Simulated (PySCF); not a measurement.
Isomers of C7H11ClO, mass 146.050 u with the commonest isotopes. Method: PBE0/pcSseg-1 in PySCF (dipole) on a GFN2-xTB geometry, gas phase. One conformer each, none proved a minimum here; rigid rotors.

Question: Order these by out-of-plane moment Σ m c² = (Ia + Ib − Ic)/2, smallest first.
A. `[CH3:1]/[CH:2]=[C:3](\[C:4](=[O:5])[Cl:6])[CH:7]([CH3:8])[CH3:9]` with C2–C3–C4–O5 -121°, C2–C3–C7–C8 -126°
B. `[CH3:1]/[C:2](=[CH:3]/[CH:4]([CH3:5])[CH3:6])[C:7](=[O:8])[Cl:9]` with C2–C3–C4–C5 149°, C1–C2–C7–O8 -167°
C. `[CH3:1][C:2]1([C:3](=[O:4])[Cl:5])[CH2:6][CH2:7][CH2:8][CH2:9]1` with C1–C2–C3–O4 120°, C1–C2–C6–C7 119°, C2–C6–C7–C8 27°, C6–C7–C8–C9 -41°, C7–C8–C9–C2 40°
D. `[Cl:1][C@@H:2]1[CH2:3][CH2:4][C@@H:5]([C@H:6]2[CH2:7][O:8]2)[CH2:9]1` with C4–C5–C6–C7 -153°, Cl1–C2–C3–C4 -78°, C2–C3–C4–C5 -26°, C3–C4–C5–C6 -118°, C5–C6–C7–O8 106°

Answer: B (47.82 u·Å²), D (57.56 u·Å²), A (96.38 u·Å²), C (104.85 u·Å²).

Question: Order these by rotational constant A, largest first.
A. `[CH3:1]/[CH:2]=[C:3](\[C:4](=[O:5])[Cl:6])[CH:7]([CH3:8])[CH3:9]` with C2–C3–C4–O5 -121°, C2–C3–C7–C8 -126°
B. `[Cl:1][C@@H:2]1[CH2:3][CH2:4][C@@H:5]([C@H:6]2[CH2:7][O:8]2)[CH2:9]1` with C4–C5–C6–C7 -153°, Cl1–C2–C3–C4 -78°, C2–C3–C4–C5 -26°, C3–C4–C5–C6 -118°, C5–C6–C7–O8 106°
C. `[CH3:1]/[C:2](=[CH:3]/[CH:4]([CH3:5])[CH3:6])[C:7](=[O:8])[Cl:9]` with C2–C3–C4–C5 149°, C1–C2–C7–O8 -167°
D. `[CH3:1][C:2]1([C:3](=[O:4])[Cl:5])[CH2:6][CH2:7][CH2:8][CH2:9]1` with C1–C2–C3–O4 120°, C1–C2–C6–C7 119°, C2–C6–C7–C8 27°, C6–C7–C8–C9 -41°, C7–C8–C9–C2 40°

Answer: B (3136 MHz), C (2571 MHz), D (2295 MHz), A (1668 MHz).

Question: Order these by radius of gyration √(Σ m r²/M), smallest first.
A. `[CH3:1]/[C:2](=[CH:3]/[CH:4]([CH3:5])[CH3:6])[C:7](=[O:8])[Cl:9]` with C2–C3–C4–C5 149°, C1–C2–C7–O8 -167°
B. `[CH3:1][C:2]1([C:3](=[O:4])[Cl:5])[CH2:6][CH2:7][CH2:8][CH2:9]1` with C1–C2–C3–O4 120°, C1–C2–C6–C7 119°, C2–C6–C7–C8 27°, C6–C7–C8–C9 -41°, C7–C8–C9–C2 40°
C. `[CH3:1]/[CH:2]=[C:3](\[C:4](=[O:5])[Cl:6])[CH:7]([CH3:8])[CH3:9]` with C2–C3–C4–O5 -121°, C2–C3–C7–C8 -126°
D. `[Cl:1][C@@H:2]1[CH2:3][CH2:4][C@@H:5]([C@H:6]2[CH2:7][O:8]2)[CH2:9]1` with C4–C5–C6–C7 -153°, Cl1–C2–C3–C4 -78°, C2–C3–C4–C5 -26°, C3–C4–C5–C6 -118°, C5–C6–C7–O8 106°

Answer: B (2.071 Å), C (2.134 Å), D (2.325 Å), A (2.367 Å).

```json
{"SMILES": "CC1(C(=O)Cl)CCCC1", "point group": "C1", "Ia (u·Å²)": "220.19", "Ib (u·Å²)": "511.16", "Ic (u·Å²)": "521.64", "κ": "-0.97", "μa (D)": "2.39", "μb (D)": "1.81", "μc (D)": "0.80"}
{"SMILES": "C/C=C(\\C(=O)Cl)C(C)C", "point group": "C1", "Ia (u·Å²)": "302.97", "Ib (u·Å²)": "458.57", "Ic (u·Å²)": "568.79", "κ": "-0.45", "μa (D)": "1.10", "μb (D)": "2.69", "μc (D)": "1.34"}
{"SMILES": "Cl[C@@H]1CC[C@@H]([C@H]2CO2)C1", "point group": "C1", "Ia (u·Å²)": "161.14", "Ib (u·Å²)": "685.73", "Ic (u·Å²)": "731.75", "κ": "-0.96", "μa (D)": "0.29", "μb (D)": "0.09", "μc (D)": "2.58"}
{"SMILES": "C/C(=C/C(C)C)C(=O)Cl", "point group": "C1", "Ia (u·Å²)": "196.61", "Ib (u·Å²)": "669.77", "Ic (u·Å²)": "770.74", "κ": "-0.90", "μa (D)": "2.17", "μb (D)": "2.60", "μc (D)": "0.25"}
```
